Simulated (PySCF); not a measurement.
C3H8FNSi, SMILES C/N=C/[C@H](F)[SiH3].

The structure is a stationary point at B3LYP-D3(BJ)/def2-SVP. The structure was generated by enumeration; whether it is a known compound was not checked. One conformer was computed; it need not be the lowest.

Two levels are set side by side: TDA-PBE/def2-SVPD (PySCF) and TDA-M06-2X/def2-SVPD (PySCF). Vertical, same geometry. The lowest singlet is HOMO→LUMO 99 % with PBE and HOMO→LUMO 86 % with the other functional; states are paired by order. Differences are taken from unrounded values.

```
quantity                               TDA-M06-2X
-------------------------------------  ----------
lowest singlet excitation (eV)               4.92
lowest triplet excitation (TDA) (eV)         4.23
first bright state (f over 0.05) (eV)        6.89
its oscillator strength                      0.08
```

Question: What does TDA-PBE give, and how far is it from TDA-M06-2X? (An estimate is asked for; the answer gives what the named calculation found.)

Answer: 
| quantity | TDA-PBE | TDA-PBE minus TDA-M06-2X |
|---|---|---|
| lowest singlet excitation (eV) | 4.76 | -0.16 |
| lowest triplet excitation (TDA) (eV) | 3.98 | -0.26 |
| first bright state (f over 0.05) (eV) | 6.57 | -0.32 |
| its oscillator strength | 0.06 | -0.02 |

Functionals without exact exchange tend to place singlet excitations lower, as here. Differences between two approximate levels are no errors against the true value.

Rough cost on one machine, each run with all the roots and properties that it gave: TDA-M06-2X against TDA-PBE about 9 times.
